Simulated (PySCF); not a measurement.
SMILES COc1cp(C)cc1C, C₇H₁₁OP

Geometry (Å), atoms numbered from 1 in this order:
```xyz
20

C    -1.9089   -2.2071   -0.2973
O    -1.7587   -0.8098   -0.3300
C    -0.5994   -0.3064    0.1603
C     0.4620   -0.9669    0.6700
P     1.6856    0.1890    1.3128
C     3.0421    0.0126    0.0516
C     0.7496    1.5516    0.5875
C    -0.4371    1.1442    0.1055
C    -1.5111    2.0021   -0.4685
H    -1.8661   -2.5862    0.7292
H    -1.1355   -2.7033   -0.8932
H    -2.8880   -2.4184   -0.7242
H     0.5313   -2.0283    0.8307
H     3.5553   -0.9305    0.2262
H     3.7471    0.8302    0.1844
H     2.6301    0.0335   -0.9548
H     1.0643    2.5796    0.6525
H    -1.2315    3.0513   -0.4245
H    -2.4382    1.8526    0.0829
H    -1.6981    1.7211   -1.5040
```

Computed with GIAO B3LYP/pcSseg-1 magnetisability, rotational g tensor and spin-rotation constants, non-relativistic, gas phase in PySCF. Geometry: GFN2-xTB.

(1) What are the magnetisability and the molar susceptibility?

(2) Split it along the inertial axes a, b, c into diamagnetic and paramagnetic parts about the centre of mass, with the quadrupole moment.

(3) And the rotational g tensor?

Results:

(1) Isotropic -1558 × 10⁻³⁰ J/T², or -93.8 × 10⁻⁶ cm³/mol; principal values -1907, -1418, -1348 × 10⁻³⁰ J/T², anisotropy 527 × 10⁻³⁰ J/T² (root of half the summed squared differences of the principal values). The susceptibility is in cgs units.

(2) 
| axis | χ (10⁻⁶ cm³/mol) | diamagnetic (10⁻⁶ cm³/mol) | paramagnetic (10⁻⁶ cm³/mol) | summed x² of all electrons (Å²) | quadrupole Θ (D Å) |
| --- | --- | --- | --- | --- | --- |
| a | -82.0 | -737.4 | 655.3 | 257.8 | +2.38 |
| b | -85.7 | -1242.6 | 1157.0 | 138.7 | +6.05 |
| c | -113.7 | -1682.0 | 1568.3 | 35.1 | -8.43 |

Anisotropies 2χaa − χbb − χcc = +35.3 and 2χbb − χaa − χcc = +24.4 × 10⁻⁶ cm³/mol. Θ is traceless in Buckingham's convention.

(3) 
| axis | rotational constant (GHz) | g | nuclear part | electronic part |
| --- | --- | --- | --- | --- |
| a | 2.0910 | -0.0263 | 0.6174 | -0.6438 |
| b | 1.0795 | -0.0129 | 0.5739 | -0.5868 |
| c | 0.7865 | +0.0041 | 0.5836 | -0.5795 |

Asymmetric top; isotopes 12C, 1H, 16O, 31P; no vibrational averaging.
